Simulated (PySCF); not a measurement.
# MgGa⁺: frontier orbitals

r²SCAN0 at R = 3.133 Å; Mg def2-SVP, Ga def2-SVP; no relativity (PySCF 2.14). State: ¹Σ⁺ (singlet), closed shell. Only the outer orbitals are listed, counted within each symmetry.

```
orbital  occ.  ε (eV)  on Mg (%)            main shells (%)
     1δ     2  -29.70          0                   100 Ga d
     1δ     2  -29.70          0                   100 Ga d
     4π     2  -29.60          0                   100 Ga d
     4π     2  -29.60          0                   100 Ga d
     9σ     2  -29.57          0                   100 Ga d
    10σ     2  -15.51          9                    90 Ga s
    11σ     2  -10.50         74           73 Mg s, 21 Ga p
     5π     0   -6.86         15           85 Ga p, 13 Mg p
     5π     0   -6.86         15           85 Ga p, 13 Mg p
    12σ     0   -6.82         52  48 Ga p, 28 Mg p, 23 Mg s
```

**Question.** Which are the highest filled and the lowest empty level, where do they sit, and how wide is the gap?

**Answer.** Highest filled 11σ at -10.50 eV (in %: 73 Mg s, 21 Ga p); lowest empty 5π at -6.86 eV (in %: 85 Ga p, 13 Mg p); the gap at r²SCAN0 is 3.64 eV.

* bond order (Mayer): 0.74
* ⟨S²⟩: 0.000
* charge on Mg (Mulliken, basis-dependent): 0.33
* charge on Mg (Löwdin, basis-dependent): 0.39
* dipole moment (positive dipole points towards Ga; it is taken about the centre of mass and depends on that origin): -4.17 D

Closed-shell solutions of metal pairs were not tested for spin polarisation, which can lower them a little.
